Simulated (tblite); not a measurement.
C6H16BNO.
SMILES with atom numbers: `[CH3:1][C:2]([CH3:3])([CH3:4])[N@H+:5]1[BH2-:6][CH2:7][O:8][CH2:9]1` (hydrogens: H10, H11, H12 on C1; H13, H14, H15 on C3; H16, H17, H18 on C4; H19 on N5; H20, H21 on B6; H22, H23 on C7; H24, H25 on C9)

Computed with GFN2-xTB (tblite), gas phase: L-BFGS steps from a force-field or distance-geometry start until the largest atomic force falls under 0.01 eV/Å.

Geometry at step 42:
```
atom  x, y, z in Å
C1     -1.7624    0.8939   -1.0545
C2     -1.0284   -0.0358   -0.0768
C3     -1.6512    0.1038    1.3188
C4     -1.1321   -1.4843   -0.5447
N5      0.3925    0.3837   -0.0170
B6      1.3993   -0.0994    1.2082
C7      2.8138    0.3292    0.4916
O8      2.4757    0.6927   -0.8739
C9      1.2735    0.0967   -1.1729
H10    -1.8891    1.8842   -0.6214
H11    -1.2068    0.9951   -1.9839
H12    -2.7474    0.5015   -1.2948
H13    -1.4816    1.0984    1.7253
H14    -2.7252   -0.0626    1.2576
H15    -1.2230   -0.6177    2.0085
H16    -0.4977   -2.1167    0.0682
H17    -2.1577   -1.8322   -0.4569
H18    -0.8314   -1.5832   -1.5839
H19     0.3894    1.3958    0.0999
H20     1.2933   -1.2807    1.3243
H21     1.1527    0.5210    2.1944
H22     3.5553   -0.4750    0.4452
H23     3.2998    1.2068    0.9214
H24     1.3719   -0.9971   -1.2511
H25     0.9058    0.5062   -2.1227
```

**Question.** What forces act on the atoms?

**Answer.** 
```tsv
atom	Fx (eV/Å)	Fy (eV/Å)	Fz (eV/Å)
C1	0.009	-0.007	0.008
C2	-0.027	-0.012	-0.010
C3	0.030	-0.002	-0.087
C4	0.006	-0.028	-0.017
N5	-0.013	-0.012	0.178
B6	0.028	-0.047	0.041
C7	-0.033	-0.004	-0.045
O8	-0.008	0.045	-0.076
C9	-0.047	0.029	0.088
H10	0.009	0.017	0.004
H11	-0.053	-0.021	-0.033
H12	0.011	-0.012	0.049
H13	0.008	-0.008	-0.043
H14	0.045	-0.005	-0.010
H15	0.028	0.014	-0.068
H16	0.002	-0.024	0.021
H17	-0.008	0.016	0.042
H18	-0.007	-0.009	-0.043
H19	0.080	0.025	-0.030
H20	-0.073	0.039	0.052
H21	-0.047	-0.041	-0.091
H22	0.022	0.002	0.055
H23	0.037	-0.012	-0.031
H24	-0.014	0.021	-0.014
H25	0.016	0.038	0.060
```

The largest, 0.18 eV/Å, acts on N5; the rms over all components is 0.042 eV/Å. The forces sum to zero within rounding, as they must for an isolated molecule in no field.

**Question.** Give the force on N5 in Eh/bohr and in nN.

**Answer.** 0.179 eV/Å ÷ 51.422 = 0.00348 Eh/bohr, and 0.179 eV/Å × 1.602 = 0.29 nN.

**Question.** How far is this geometry from the end of the optimisation?

**Answer.** 0.037 eV above it, and 0.191 Å rms away after alignment. The bonds farthest from their final lengths, with half the difference of the two atoms' forces along the bond (positive lengthens):

```tsv
bond	now (Å)	final (Å)	force along bond (eV/Å)
C2–C3	1.535	1.530	-0.05
N5–B6	1.658	1.661	-0.03
B6–H20	1.192	1.189	-0.04
N5–C9	1.481	1.479	+0.02
C7–O8	1.453	1.451	+0.02
C1–C2	1.536	1.534	-0.01
```

The angle farthest from its final value is B6–N5–C9, 99.2° against 101.1°.

What follows is the cost of the whole relaxation. Time: 1.6 s. Hardware: one thread of an Arm Neoverse N1, shared host.
